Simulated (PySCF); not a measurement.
Correlation energy of Sb (antimony, neutral)

[Kr] 4d10 5s2 5p3, high-spin 4S determinant. All numbers are calculated (PySCF 2.14, a scalar-relativistic core potential, in def2-SVP with the def2 core potential (28 electrons)). Frozen: 4s2 4p6 4d10; 5 electrons correlated.

MP2 pair energies summed by pair of shells (mhartree):

```csv
pair,energy,share (%)
5s-5p,-29.71,64.7
5p-5p,-10.32,22.5
5s-5s,-5.86,12.8
```

Total MP2 correlation energy: -45.89 mhartree.

Same-spin part -12.47 and opposite-spin part -33.42 mhartree; SCS-MP2 scales them by 1/3 and 6/5 to -44.26 mhartree.

| level | correlation energy (mhartree) |
| --- | --- |
| CCSD | -58.73 |
| (T) | -0.60 |
| CCSD(T) | -59.33 |

Diagnostics: T1 = 0.0031, D1 = 0.0082, largest double amplitude 0.060.

Problem. Is a single reference adequate?

Solution. Yes, within this model without spin-orbit coupling: T1 lies below 0.03 and no double amplitude reaches 0.07.
